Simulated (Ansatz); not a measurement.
Start from `C=C(F)C[SiH3]` and change one atom or group to get `C=C(F)[Te]C`.

Ansatz, PBE0-D4/def2-TZVP geometries, multiplicity 1. Each molecule was computed in one conformer, which needn't be the lowest.

Elements past krypton have def2 core potentials.

```tsv
property	`C=C(F)C[SiH3]`
size of the dipole moment (B3LYP/def2-TZVPP) / D	1.53
LUMO energy (PBE/def2-TZVPP) / eV	-0.75
HOMO energy (PBE0/def2-TZVPP) / eV	-7.22
LUMO energy (ωB97M-V/def2-TZVPP) / eV	2.03
size of the dipole moment (PBE/def2-TZVPP) / D	1.42
HOMO energy (B3LYP/def2-TZVPP) / eV	-7.01
```

Task: Give the same properties after the change, and the shifts. (An estimate is asked.)

Result: Computed: 
```
                                        property  `C=C(F)[Te]C`  shift
size of the dipole moment (B3LYP/def2-TZVPP) / D           1.11  -0.42
               LUMO energy (PBE/def2-TZVPP) / eV          -1.67  -0.92
              HOMO energy (PBE0/def2-TZVPP) / eV          -6.09   1.13
           LUMO energy (ωB97M-V/def2-TZVPP) / eV           0.99  -1.04
  size of the dipole moment (PBE/def2-TZVPP) / D           1.03  -0.39
             HOMO energy (B3LYP/def2-TZVPP) / eV          -5.89   1.12
```

With PBE0 the HOMO rises by 1.13 eV and the LUMO falls by 1.06 eV, so the gap narrows by about 2.19 eV. PBE moves the HOMO by 0.98 eV and ωB97M-V by 1.25 eV. Dipoles are sizes alone; their direction can turn.

B3LYP here is the variant with VWN-RPA as its local correlation; programs differ in this.

Spin–orbit coupling is left out; it splits and shifts lone-pair levels of the heavy atoms by tenths of an eV.
